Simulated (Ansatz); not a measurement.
C$_{4}$H$_{12}$Ge, charge +1, doublet, geometry from GFN2-xTB (a state made from the parent by changing its charge; the spin is typed, not shown lowest); Ansatz (an electronic-structure program) with BLYP/STO-3G.

The Ansatz input:
Ansatz 0.2 input:
```yaml
crystal:
  periodic: [false, false, false]
  atoms:
    - {symbol: Ge, position_ang: [0.47591856, 1.09788109, 0.13075048]}
    - {symbol: C, position_ang: [-0.40539331, -0.93518868, -0.11137487]}
    - {symbol: C, position_ang: [-0.54460362, -1.38233084, 1.30899685]}
    - {symbol: C, position_ang: [0.64518900, -1.63323048, -0.91498293]}
    - {symbol: C, position_ang: [-1.68278269, -0.63435836, -0.82869555]}
    - {symbol: H, position_ang: [1.76686455, 0.83459578, 0.85108805]}
    - {symbol: H, position_ang: [0.63088352, 1.58112379, -1.28247607]}
    - {symbol: H, position_ang: [-0.55661140, 1.83153890, 0.93720880]}
    - {symbol: H, position_ang: [-0.97589732, -2.38876453, 1.32358796]}
    - {symbol: H, position_ang: [0.41770070, -1.44840942, 1.81808874]}
    - {symbol: H, position_ang: [-1.22178465, -0.74494888, 1.87885705]}
    - {symbol: H, position_ang: [1.59663677, -1.69701966, -0.38559780]}
    - {symbol: H, position_ang: [0.79506865, -1.17025642, -1.89107804]}
    - {symbol: H, position_ang: [0.32244988, -2.66255580, -1.10330381]}
    - {symbol: H, position_ang: [-1.51166089, -0.18049875, -1.80557800]}
    - {symbol: H, position_ang: [-2.34957812, -0.00380146, -0.23932946]}
    - {symbol: H, position_ang: [-2.21792183, -1.57254836, -1.00914371]}
basis:
  gaussian:
    orbitals: STO-3G
hamiltonian:
  xc: blyp
total_charge: 1
magnetization: {spin_polarized: true, initial_magnetization: 1}
```

The log (banner, timings and long lists left out):

```
Functional definition: BLYP
637 factors; integrals over basis functions are off by at most 4.3e-5 eV
mean field evaluation 1: about -59923.2232 eV, gradient 2.1e2 eV
mean field evaluation 2: about -59763.3685 eV, gradient 1.1e2 eV
mean field evaluation 4: about -60087.3673 eV, gradient 8.2e1 eV
mean field evaluation 8: about -60145.1100 eV, gradient 1.1e1 eV
mean field evaluation 16: about -60146.2482 eV, gradient 2.1e-1 eV
mean field evaluation 32: about -60144.1954 eV, gradient 5.5e-2 eV
mean field evaluation 64: about -60144.2692 eV, gradient 1.6e0 eV
mean field -60146.24911050 eV, -2210.3338862191 hartree, gradient 2.6e-5 eV, S^2 0.750861; 5 other end points of the search recorded, 0 dependent functions left out
reference -60146.24941402 eV, -2210.3338973733 hartree; 34, 33 occupied and 16, 17 virtual orbitals, 637 factors
Total energy: -60146.24941402 eV, -2210.3338973733 hartree
```
